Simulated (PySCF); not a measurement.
**Nb (niobium, neutral) across methods**

[Kr] 4d3 5s2, high-spin 4F determinant (an excited configuration). Computed with PySCF 2.14 in aug-cc-pVDZ-PP with ECP28MDF (5s5p4d2f, 54 functions), with a scalar-relativistic core potential.

| method | E (hartree) | mean ε 4d α (eV) | mean ε 5s α (eV) | mean ε 5s β (eV) | Σ⟨r²⟩ (bohr²) | ⟨S²⟩ |
| --- | --- | --- | --- | --- | --- | --- |
| LDA | -56.4727 | -5.435 | -5.225 | -4.387 | 59.36 | 3.755 |
| BHandHLYP | -56.5410 | -8.005 | -5.948 | -5.267 | 59.98 | 3.755 |
| PBE0 | -56.6063 | -6.834 | -5.606 | -4.715 | 59.73 | 3.756 |
| r2SCANh | -56.6281 | -6.447 | -5.431 | -4.446 | 59.99 | 3.769 |
| BLYP | -56.5918 | -5.215 | -4.799 | -4.149 | 59.64 | 3.754 |
| r2SCAN | -56.6393 | -5.948 | -5.212 | -4.226 | 59.99 | 3.770 |
| UHF | -56.11947 | -10.590 | -6.762 | -5.501 | 62.51 | 3.769 |
| PBE | -56.6235 | -5.460 | -5.022 | -4.156 | 59.64 | 3.755 |

**Question.** Estimate the same row for MN15.

**Answer.** E (hartree) = -56.5140; mean ε 4d α (eV) = -7.177; mean ε 5s α (eV) = -6.263; mean ε 5s β (eV) = -5.536; Σ⟨r²⟩ (bohr²) = 59.58; ⟨S²⟩ = 3.752.

Energies and moments cover only the electrons outside the core potential.
